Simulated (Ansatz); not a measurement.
Mulliken charges of ClGeH5O2Si (`[OH][GeH2][SiH](O)Cl`) from B3LYP/def2-TZVPP in Ansatz (PBE0-D4/def2-TZVP geometry).

```
atom   x (Å)   y (Å)   z (Å)  charge (e)
  O1  -1.932  -1.387   0.677      -0.428
 Ge2  -1.064   0.177   0.724       0.311
 Si3   0.966  -0.027  -0.518       0.500
  O4   1.627   1.471  -0.586      -0.380
 Cl5   2.236  -1.344   0.431      -0.249
  H6  -2.304  -1.577  -0.186       0.171
  H7  -0.806   0.423   2.215       0.003
  H8  -1.971   1.282   0.137      -0.028
  H9   0.771  -0.598  -1.878      -0.090
 H10   2.478   1.580  -1.016       0.190
```

Problem. By hand: the dipole of these point charges (1 e Å = 4.8032 D).

Solution. Σ q r = (-0.136, 0.461, -0.261) e Å, of length 0.547 e Å = 2.63 D.

Problem. How does the dipole of the full density compare? (Estimate.)

Solution. Computed: (0.086, 0.272, -0.470) e Å, 2.64 D; the point charges give 1.00 times that, at 38° from its direction.

Point charges leave out the atoms' own dipoles, such as those of lone pairs, and Mulliken's split depends on the basis, so the two needn't agree.

B3LYP here is the variant with VWN-RPA as its local correlation; programs differ in this.
